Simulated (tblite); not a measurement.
Species: C4H6OSeSi.
Atom-mapped SMILES: `[SeH:1][SiH2:2][c:3]1[cH:4][cH:5][o:6][cH:7]1` (hydrogens: H8 on Se1; H9, H10 on Si2; H11 on C4; H12 on C5; H13 on C7)

Computed with GFN2-xTB (tblite), gas phase: L-BFGS steps from a force-field or distance-geometry start until the largest atomic force falls under 0.01 eV/Å.

Step 2: E = -560.2742 eV
```
atom  x, y, z in Å  |  force x, y, z in eV/Å
Se1     3.0435    0.8364    0.1477    0.120   0.377   0.028
Si2     1.5535   -0.9216   -0.0778    0.377  -0.167   0.014
C3     -0.1697   -0.3160    0.1281    0.181   0.073  -0.241
C4     -0.8721    0.4446   -0.8422   -0.073  -0.063   0.183
C5     -2.0963    0.6719   -0.3119    0.164  -0.239   0.301
O6     -2.2065    0.1035    0.9223    0.338   0.096  -0.420
C7     -1.0166   -0.4943    1.1748   -0.397   0.225  -0.129
H8      2.4287    2.1360   -0.2376   -0.061  -0.820   0.126
H9      1.7914   -1.4658   -1.4135    0.007   0.013  -0.015
H10     1.7533   -1.9415    0.9602    0.275   0.217  -0.047
H11    -0.4948    0.7575   -1.7955   -0.066   0.017   0.056
H12    -2.8915    1.2129   -0.7698   -0.471   0.027   0.328
H13    -0.8273   -1.0230    2.0975   -0.396   0.243  -0.184
```

Step 3: E = -560.3305 eV
```
atom  x, y, z in Å  |  force x, y, z in eV/Å
Se1     3.0474    0.8567    0.1479    0.310  -0.255   0.174
Si2     1.5685   -0.9331   -0.0747    0.185   0.298  -0.192
C3     -0.1577   -0.3172    0.1234   -0.235   0.169  -0.126
C4     -0.8704    0.4445   -0.8437   -0.162  -0.178   0.502
C5     -2.0966    0.6691   -0.3083    0.102   0.047  -0.192
O6     -2.2050    0.1083    0.9137    0.238  -0.035  -0.109
C7     -1.0226   -0.4873    1.1654    0.024   0.058  -0.105
H8      2.4283    2.0996   -0.2314   -0.320  -0.289  -0.038
H9      1.7913   -1.4651   -1.4137    0.050  -0.012  -0.076
H10     1.7634   -1.9298    0.9551    0.343  -0.063   0.239
H11    -0.4997    0.7565   -1.7878    0.056   0.136  -0.295
H12    -2.9071    1.2110   -0.7532   -0.245  -0.065   0.328
H13    -0.8441   -1.0126    2.0896   -0.346   0.189  -0.110
```

Step 4: E = -560.3566 eV
```
atom  x, y, z in Å  |  force x, y, z in eV/Å
Se1     3.0545    0.8621    0.1509    0.393  -0.514   0.235
Si2     1.5784   -0.9337   -0.0764    0.023   0.396  -0.148
C3     -0.1550   -0.3160    0.1205   -0.057   0.072  -0.072
C4     -0.8694    0.4423   -0.8399   -0.228   0.034   0.126
C5     -2.0989    0.6701   -0.3098    0.219   0.017  -0.207
O6     -2.2015    0.1100    0.9086    0.056  -0.036   0.015
C7     -1.0239   -0.4832    1.1588    0.095  -0.028   0.024
H8      2.4226    2.0776   -0.2291   -0.431  -0.043  -0.112
H9      1.7922   -1.4650   -1.4150    0.068  -0.021  -0.106
H10     1.7739   -1.9252    0.9567    0.340  -0.079   0.250
H11    -0.5017    0.7578   -1.7876    0.035   0.102  -0.211
H12    -2.9175    1.2083   -0.7393   -0.235  -0.023   0.231
H13    -0.8579   -1.0045    2.0841   -0.278   0.122  -0.024
```

**Question.** Estimate the geometry and energy of step 5. (The exact step hangs on the optimiser's Hessian estimate; all steps are aligned on step 4, rigid shifts and turns removed.)

**Answer.** E = -560.4008 eV, largest force 0.788 eV/Å
```
atom  x, y, z in Å  |  force x, y, z in eV/Å
Se1     3.0759    0.8600    0.1614    0.392  -0.637   0.248
Si2     1.5952   -0.9266   -0.0814   -0.096   0.273   0.034
C3     -0.1481   -0.3141    0.1147   -0.046   0.032   0.031
C4     -0.8710    0.4418   -0.8375   -0.017   0.205  -0.379
C5     -2.0993    0.6716   -0.3148   -0.021   0.093  -0.142
O6     -2.1953    0.1126    0.9000   -0.184  -0.025   0.149
C7     -1.0249   -0.4769    1.1486    0.252  -0.073   0.009
H8      2.4031    2.0384   -0.2277   -0.468   0.122  -0.155
H9      1.7951   -1.4651   -1.4197    0.079  -0.009  -0.098
H10     1.7995   -1.9179    0.9639    0.284   0.047   0.095
H11    -0.5055    0.7613   -1.7891    0.007   0.063  -0.117
H12    -2.9414    1.2035   -0.7105   -0.070  -0.029   0.103
H13    -0.8878   -0.9881    2.0744   -0.113  -0.061   0.222
```

The energy changes by -0.0442 eV. The first-order estimate −F·Δx gives -0.0613 eV and the mean of the old and new forces, exact on a quadratic surface, -0.0442 eV. The step makes an angle of 52° with the force vector and moves no atom by more than 0.044 Å.

The cost below is that of the whole relaxation. Hardware: one thread of an Arm Neoverse N1, no GPU, shared host with 64 logical CPUs at a one-minute load of 60. Cost: 0.55 s wall.
